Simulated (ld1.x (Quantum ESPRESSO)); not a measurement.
## boron (B): excitation energies, all-electron against RRKJ

* Element: B
* Generator: ld1.x (Quantum ESPRESSO) 7.5
* Type: norm-conserving RRKJ (Kleinman–Bylander form)
* Functional: PBEsol
* Relativity: scalar-relativistic
* Frozen core: [He]
* Valence charge: 3
* Reference configuration: 2s1 2p2
* Partial waves: 2s (bound): rc 1.70 bohr; 3d channel at 0.2 Ry: rc 3.25 bohr; 2p (bound): rc 3.10 bohr
* Local potential: the p channel
* Core correction: Bessel-smoothed model core, default radius (core density twice the valence density)
* rho0: 0.005

Energies are relative to the spin-unpolarised reference configuration 2s1 2p2; without spin polarisation the order of configurations can differ from experiment.

| valence configuration | charge | ΔE all-electron (eV) | error AE − PS (meV) |
| --- | --- | --- | --- |
| 2s2 2p1 | 0 | -5.819 | -19 |
| 2s2 2p0 | +1 | 2.320 | +130 |
| 2s1 2p0 | +2 | 27.582 | +487 |
| 2s2 2p1.3 | -0.3 | -6.544 | -29 |
| 2s0 2p3 | 0 | 5.837 | -20 |
| 2s2 2p0.5 | +0.5 | -2.964 | +18 |

(1) What are ΔE and the potential's error for 2s1 2p1?

Answers

(1) ΔE = 8.445 eV all-electron; the error (AE − PS) is +28 meV.
